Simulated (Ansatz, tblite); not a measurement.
Isomers of Tl6 (singlet), found by a short tight-binding search and relaxed with PBE-D4/def2-SVP in Ansatz.

In the def2 sets Tl takes a core potential; there is no spin–orbit coupling. The xTB rows come from tblite. B3LYP takes the VWN-RPA correlation. HSE06 is defined as in plane-wave codes, on full-range PBE exchange. Correlated methods freeze 24 core orbitals; core or outer-core shells of Tl are correlated, in sets that lack core-valence functions.

Run but left out: HF/def2-SVP, HF/def2-TZVP (A: restricted singlet, unstable towards broken spin symmetry).

A: The restricted singlet is unstable towards broken spin symmetry in Hartree–Fock (as tested in another run); at PBE-D4/def2-SVP, PBE-D4/def2-TZVP, r2SCAN-D4/def2-TZVP, B3LYP-D4/def2-TZVP and others this wasn't settled. At CCSD(T)/def2-SVP T1 of the charge 0 singlet is large (up to 0.020), so the single-reference result is doubtful. At CCSD(T)/def2-SVP, MP2/def2-TZVP the restricted singlet (for correlated methods, its reference) is unstable: a solution with broken spin symmetry lies lower. B: The restricted singlet is unstable towards broken spin symmetry in Hartree–Fock (as tested in another run); at PBE-D4/def2-SVP, PBE-D4/def2-TZVP, r2SCAN-D4/def2-TZVP, B3LYP-D4/def2-TZVP and others this wasn't settled. At CCSD(T)/def2-SVP T1 of the charge 0 singlet is large (up to 0.022), so the single-reference result is doubtful. At CCSD(T)/def2-SVP, MP2/def2-TZVP the restricted singlet (for correlated methods, its reference) is unstable: a solution with broken spin symmetry lies lower. C: The restricted singlet is unstable towards broken spin symmetry in Hartree–Fock (as tested in another run); at PBE-D4/def2-SVP, PBE-D4/def2-TZVP, r2SCAN-D4/def2-TZVP, B3LYP-D4/def2-TZVP and others this wasn't settled. At CCSD(T)/def2-SVP, MP2/def2-TZVP the restricted singlet (for correlated methods, its reference) is unstable: a solution with broken spin symmetry lies lower.

Other spin states weren't relaxed.

A:

```xyz
6

Tl   -0.3190    2.8602    0.5460
Tl    2.5901    0.0091   -1.1008
Tl   -0.9955   -2.2196   -2.5652
Tl   -0.4596    0.3051   -0.9533
Tl   -0.3260   -1.7436    1.2223
Tl   -0.4901    0.7888    2.8510
```

B:

```xyz
6

Tl    2.9492    0.7574   -1.3369
Tl    0.0153    1.5717   -1.1676
Tl   -3.0121    2.3939   -1.0058
Tl   -0.0465   -3.1879    2.3771
Tl   -1.3847   -0.3525    0.6331
Tl    1.4788   -1.1826    0.5001
```

C:

Cartesian coordinates in Å:
```
Tl 2.349 0.423 -0.982
Tl 0.296 1.530 2.055
Tl -1.283 -1.101 1.949
Tl -1.841 -0.614 -1.020
Tl 0.770 -2.208 -1.086
Tl -0.291 1.970 -0.916
```

Problem. Estimate which lies lowest at each level, and how far above it the others are (eV).

Solution. 
| level | A | B | C |
| --- | --- | --- | --- |
| GFN2-xTB | 1.19 | 1.23 | 0.00 |
| PBE-D4/def2-SVP | 0.48 | 0.63 | 0.00 |
| PBE-D4/def2-TZVP | 0.49 | 0.63 | 0.00 |
| r2SCAN-D4/def2-TZVP | 0.53 | 0.61 | 0.00 |
| B3LYP-D4/def2-TZVP | 0.38 | 0.61 | 0.00 |
| PBE0-D4/def2-SVP | 0.47 | 0.64 | 0.00 |
| PBE0-D4/def2-TZVP | 0.48 | 0.65 | 0.00 |
| r2SCAN0-D4/def2-TZVP | 0.49 | 0.60 | 0.00 |
| HSE06-D4/def2-TZVP | 0.46 | 0.62 | 0.00 |
| MP2/def2-SVP | 0.97 | 1.03 | 0.00 |
| MP2/def2-TZVP | 1.20 | 1.35 | 0.00 |
| CCSD/def2-SVP | 0.48 | 0.53 | 0.00 |
| CCSD(T)/def2-SVP | 0.60 | 0.64 | 0.00 |
Point groups (tolerance 0.1 Å): A not assigned, B C2v, C C2v. Lower isomers may exist.
